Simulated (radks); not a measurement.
Values are calculated unless marked as measured or tabulated.
The thallium ion Tl49+, 32 electrons, occupied as [Ar] 3d10 4s1 4p3 (not the ground configuration).

Code: a radial shooting solver on a logarithmic mesh with Libxc functionals. Model: scalar-relativistic Kohn-Sham, LDA (Slater exchange, VWN5 correlation), spin-polarised, spherical densities, point nucleus; open shells are filled with parallel spins first (spin-orbit coupling, left out, can overturn this in heavy ions).

Energy parts (Ry):
| part | energy |
|---|---|
| total | -36951.4527 |
| kinetic | 42026.5357 |
| electron-nucleus | -85352.5054 |
| Hartree | 6906.4842 |
| exchange-correlation | -531.9672 |

Orbitals (lengths in bohr, moments of r in powers of bohr):
orbital  occ.  eigenvalue (Ry)      <r>  <1/r>
1s up       1        -6481.737  0.01632  99.46
1s down     1        -6481.332  0.01632  99.46
2s up       1        -1309.873  0.06867  23.38
2s down     1        -1309.624  0.06867  23.38
2p up       3        -1153.779  0.06224  20.62
2p down     3        -1153.473  0.06224  20.62
3s up       1        -448.5504   0.1749  8.812
3s down     1        -448.1641   0.1747  8.817
3p up       3        -403.3432   0.1756  8.016
3p down     3        -402.9216   0.1754  8.022
3d up       5        -358.2816   0.1582  7.533
3d down     5        -357.9043   0.1580  7.539
4s up       1        -217.6868   0.3470  4.325
4s down     0        -215.7892   0.3465  4.335
4p up       3        -200.5815   0.3571  4.014
4p down     0        -198.6726   0.3569  4.021

The highest occupied level is 4p up at -2729.1 eV. The configuration is held as typed, so some empty levels lie below it. The density falls to 0.001 e/bohr^3 at r = 0.88 bohr. Spin moment in Bohr magnetons: 4.
